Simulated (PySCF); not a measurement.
**HSe, SMILES `[SeH]` (charge 0, multiplicity 2)**

The numbers are results of PySCF 2.14.0 with PBE-D3(BJ)/def2-TZVP // r2SCAN-D4/def2-TZVP, not measurements.

highest occupied spin orbital: -5.80 eV
dipole moment: 0.55 D
total energy: -2401.7500 Ha
cost: very roughly 9 core-seconds

Bonds (Å): Se1–H2 1.470.
Charge 0, spin multiplicity 2.
